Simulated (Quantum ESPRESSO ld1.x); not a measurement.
Species: Pb61+. Configuration: [Ar] 3d3 (the NIST ground configuration). Method: Dirac Kohn-Sham, PBE, spin-unpolarised, spherical densities, point nucleus; open shells fill j = l - 1/2 first; computed with ld1.x of Quantum ESPRESSO 7.5.

Spin-orbit splittings of the eigenvalues, e(l+1/2) - e(l-1/2), with zeta = 2 splitting/(2l+1) and mean radii in bohr:

| shell | occ. | splitting (eV) | zeta (eV) | <r> j=l-1/2 | <r> j=l+1/2 |
|---|---|---|---|---|---|
| 2p | 6 | 2216 | 1478 | 0.05453 | 0.06327 |
| 3p | 6 | ? | ? | 0.1552 | 0.1690 |
| 3d | 3 | 125.8 | 50.32 | 0.1449 | 0.1491 |

Estimate the 3p splitting.

Answer. 560.7 eV (zeta = 373.8 eV).
